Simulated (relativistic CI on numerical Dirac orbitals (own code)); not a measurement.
**Slater and spin-orbit integrals, Pt²⁶⁺**

Computed by Dirac-Coulomb-Breit CI, separate exchange-only KLI orbitals for each configuration, model QED (radiative potential, 1s self-energy scaled to tabulated hydrogen-like ionisation energies), unscaled Slater integrals (own radial code, finite nucleus).

Slater integrals F^k, G^k are unscaled and averaged over j, outside the closed core [Ar] 3d10 4p6 4d10; ζ comes from projecting the Hamiltonian with its Breit term on Σ l·s of the shell.

- 4s2 4f6: F^2(4f,4f) = 245220, F^4(4f,4f) = 159230, F^6(4f,4f) = 116230, ζ(4f) = 10282 cm⁻¹; <r>(4f) = 0.4238, <r^2>(4f) = 0.207 (bohr units).
- 4s2 4f5 5s: F^2(4f,4f) = 247850, F^4(4f,4f) = 161040, F^6(4f,4f) = 117600, ζ(4f) = 10539, G^3(4f,5s) = 35385 cm⁻¹; <r>(4f) = 0.42, <r^2>(4f) = 0.2032, <r>(5s) = 0.7568, <r^2>(5s) = 0.638 (bohr units).
- 4s2 4f4 5s2: F^2(4f,4f) = 250710, F^4(4f,4f) = 163020, F^6(4f,4f) = 119080, ζ(4f) = 10798 cm⁻¹; <r>(4f) = 0.4159, <r^2>(4f) = 0.1991 (bohr units).

Averages of the first 6 configurations, taken without configuration mixing, which lowers the lowest level and can move excited configurations by several eV; other configurations of the list can lie among them:

| Configuration | Parity | States | Average energy above the lowest level (eV) |
| --- | --- | --- | --- |
| 4s2 4f6 | even | 3003 | 27.1 |
| 4s2 4f5 5s | odd | 4004 | 140.7 |
| 4s2 4f4 5s2 | even | 1001 | 264.8 |
| 4s 4f7 | odd | 6864 | 697.7 |
| 4s2 4f5 6s | odd | 4004 | 428.8 |
| 4f8 | even | 3003 | 1370.8 |
